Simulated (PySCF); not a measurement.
**Sc (scandium, neutral) across methods**

[Ar] 3d1 4s1 4p1, one real determinant (an excited configuration). Computed with PySCF 2.14 in aug-cc-pwCVTZ, with the non-relativistic Hamiltonian (point nucleus).

```csv
method,E (hartree),mean ε 4s α (eV),mean ε 3d α (eV),mean ε 4p α (eV),Σ⟨r²⟩ (bohr²),⟨S²⟩
LDA,-758.609,-5.297,-5.031,-2.441,57.13,3.750
PW91,-760.570,-5.195,-5.147,-2.469,57.21,3.750
UHF,-759.70667,-7.761,-10.667,-4.628,58.72,3.752
M06-2X,-760.537,-6.690,-7.773,-3.391,56.69,3.751
PBE0,-760.373,-5.881,-6.541,-3.044,57.09,3.751
r2SCAN,-760.520,-5.330,-5.408,-2.520,56.90,3.751
revPBE,-760.456,-5.106,-5.066,-2.457,57.32,3.750
```

Q: Estimate the same row for PBE.

A: E (hartree) = -760.329; mean ε 4s α (eV) = -5.154; mean ε 3d α (eV) = -5.081; mean ε 4p α (eV) = -2.454; Σ⟨r²⟩ (bohr²) = 57.30; ⟨S²⟩ = 3.750.

⟨L²⟩ = 8.01 against 12 for a pure F term, so this real determinant mixes terms.
